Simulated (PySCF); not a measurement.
CH9GeNSi, SMILES [SiH2](C)[NH][GeH3].

Geometry: PBE0-D3(BJ)/def2-SVP. The structure was generated by enumeration, and PubChem lists no compound with its InChIKey, so it may never have been made. One conformer was computed; it need not be the lowest.

Two levels are set side by side: PBE/def2-TZVP (PySCF) and PBE0/def2-TZVP (PySCF). Same geometry, gas phase. Differences are taken from unrounded values.

```json
[
 {"quantity": "orbital gap (eV)", "PBE0": "7.41"},
 {"quantity": "highest occupied level (eV)", "PBE0": "-7.10"},
 {"quantity": "lowest empty level (eV)", "PBE0": "0.30"},
 {"quantity": "dipole moment (D)", "PBE0": "0.54"},
 {"quantity": "mean polarisability (bohr³)", "PBE0": "75.7"}
]
```

Problem. What does PBE give, and how far is it from PBE0? (An estimate is asked for; the answer gives what the named calculation found.)

Solution. 
```json
[
 {"quantity": "orbital gap (eV)", "PBE": "5.22", "PBE minus PBE0": "-2.19"},
 {"quantity": "highest occupied level (eV)", "PBE": "-5.76", "PBE minus PBE0": "1.34"},
 {"quantity": "lowest empty level (eV)", "PBE": "-0.55", "PBE minus PBE0": "-0.85"},
 {"quantity": "dipole moment (D)", "PBE": "0.53", "PBE minus PBE0": "-0.01"},
 {"quantity": "mean polarisability (bohr³)", "PBE": "78.5", "PBE minus PBE0": "2.8"}
]
```

PBE's occupied levels lie high since its potential decays too fast outside the molecule; exact exchange lowers them and widens the gap. Loosely held outer electrons make PBE densities more polarisable. Differences between two approximate levels are no errors against the true value.

Rough cost on one machine, each run with all the roots and properties that it gave: PBE0 against PBE within a factor of 2.
